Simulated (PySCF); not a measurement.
C₁₂H₈. Atoms are numbered in the order given.

```xyz
20

C      0.0000    -0.6960     3.1272
C      0.0000     0.6960     3.1272
C      0.0000     1.4474     1.9193
C      0.0000     0.7145     0.7559
C      0.0000    -0.7145     0.7559
C      0.0000    -1.4474     1.9193
C      0.0000    -0.7145    -0.7559
C      0.0000    -1.4474    -1.9193
C      0.0000    -0.6960    -3.1272
C      0.0000     0.6960    -3.1272
C      0.0000     1.4474    -1.9193
C      0.0000     0.7145    -0.7559
H      0.0000    -1.2270     4.0823
H      0.0000     1.2270     4.0823
H      0.0000     2.5393     1.9394
H      0.0000    -2.5393     1.9394
H      0.0000    -2.5393    -1.9394
H      0.0000    -1.2270    -4.0823
H      0.0000     1.2270    -4.0823
H      0.0000     2.5393    -1.9394
```

Geometry: B3LYP-D3(BJ)/def2-SVP.

These are M06-2X/def2-SVP (PySCF) values and carry that method's errors.

Symmetry labels are those of the subgroup D2h that the program uses (full group D2h).

**Question.** List the valence orbital energies around the gap with their symmetry. (Estimate from the structure and the level; the computed values follow.)

**Answer.** 
```csv
orbital,symmetry,energy (eV)
HOMO−7,B2g,-11.48
HOMO−6,B2u,-10.78
HOMO−5,Ag,-10.74
HOMO−4,B1u,-10.52
HOMO−3,B3u,-9.49
HOMO−2,B1g,-9.06
HOMO−1,Au,-8.24
HOMO,B2g,-6.86
LUMO,B1g,-0.65
LUMO+1,B3u,-0.17
LUMO+2,Au,1.75
LUMO+3,B2g,2.00
```
